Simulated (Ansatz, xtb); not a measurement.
System: AuCl, charge 1, multiplicity 2. The spin state was set by rule; other spins were not relaxed. 
Coordinates optimised at B3LYP-D3(BJ)/def2-TZVP (Ansatz, a quantum-chemistry and plane-wave program):
```xyz
2

Au     0.0000     0.0000    -0.3973
Cl     0.0000     0.0000     1.8465
```
Charge +1, spin multiplicity 2.

Harmonic wavenumbers from GFN2-xTB (xtb, at its own minimum), cm⁻¹: 272.

Task: Give the harmonic wavenumbers at B3LYP-D3(BJ)/def2-TZVP (Ansatz, finite differences of forces, unscaled).

Result: 315 cm⁻¹. Zero-point energy 0.5 kcal/mol.

Task: From these and the geometry, give the ideal-gas thermochemistry at 298.15 K and 1 atm (rigid rotor, harmonic oscillator).

Result: Point group C∞v, rotational symmetry number 1. Rotational constants 3.341, 3.341 GHz. S(trans) 42.23, S(rot) 16.95, S(vib) 1.34, S(elec, spin only) 1.38, S 61.9 cal/(mol K). H(298) - H(0) 2.33 kcal/mol; G - E(el) -15.7 kcal/mol.
